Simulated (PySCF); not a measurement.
# `C=Cc1nnncc1C` in a uniform electric field

Species: C6H7N3.
Structure used (GFN2-xTB), in Å, numbered top down from 1:
```
atom  x, y, z in Å
C1    -2.786    0.003   -0.012
C2    -1.542   -0.448    0.102
C3    -0.379    0.416   -0.049
N4    -0.609    1.708   -0.315
N5     0.350    2.546   -0.465
N6     1.592    2.199   -0.369
C7     1.907    0.940   -0.107
C8     0.944   -0.048    0.073
C9     1.308   -1.463    0.368
H10   -2.971    1.042   -0.224
H11   -3.637   -0.646    0.102
H12   -1.343   -1.489    0.315
H13    2.965    0.724   -0.041
H14    0.884   -1.775    1.321
H15    0.922   -2.125   -0.407
H16    2.389   -1.574    0.413
```

Level: PBE0/def2-SVPD (PySCF); nuclei fixed, core orbitals frozen in the response. Permanent dipole (0.149, -5.455, 1.110) D (1 au = 2.5417 D). Static polarisability (au):

```
x   124.73   4.82   0.46
y     4.82  96.23  -8.42
z     0.46  -8.42  55.87
```

Only the terms in μ and α are kept: μ(F) = μ + αF and ΔE = −μ·F − ½ F·αF.

(1) A field of 0.01 au (0.514 V/Å) is applied along each axis in both senses. Find the induced dipole, the size of the total dipole and the two energy terms.

(2) For the field (0.0070, -0.0030, 0.0100) au, what is the induced dipole, and what angle does it make with the field?

(3) At what field along the permanent dipole would the induced dipole along it equal the permanent one, in this linear picture?

(4) What field makes μF equal to kT at 400 K?

(5) A unit point charge sits 7 Å away. Estimate the induction energy −αe²/2R⁴ with the mean polarisability, treating the molecule as a point.

## Answers

(1) 
```
field along  induced x (D)  induced y (D)  induced z (D)  total size (D)  −μ·F (kJ/mol)  −½F·αF (kJ/mol)
         +x          3.170          0.123          0.012           6.381         -1.539          -16.374
         −x         -3.170         -0.123         -0.012           6.438         +1.539          -16.374
         +y          0.123          2.446         -0.214           3.151        +56.347          -12.633
         −y         -0.123         -2.446          0.214           8.011        -56.347          -12.633
         +z          0.012         -0.214          1.420           6.210        -11.466           -7.334
         −z         -0.012          0.214         -1.420           5.252        +11.466           -7.334
```

(2) αF = (2.194, -0.862, 1.492) D, at 20.4° to the field. The polarisability along this direction, F·αF/F², is 81.85 au, against a mean of 92.28 au.

(3) The polarisability along the dipole is 97.69 au, so F = 2.1909 au / 97.69 au = 0.0224 au = 1.15 V/Å; higher-order terms are ignored.

(4) kT = 1.2667 × 10⁻³ Eh, so F = 0.000578 au = 2.97 MV/cm.

(5) R = 13.23 bohr, so the energy is −92.3/(2 × 13.23⁴) Eh = -3.96 kJ/mol. The charge–dipole term at its most favourable orientation, −μe/R², is -32.9 kJ/mol.

The structure is a single GFN2-xTB conformer in the gas phase; no vibrational or solvent corrections.
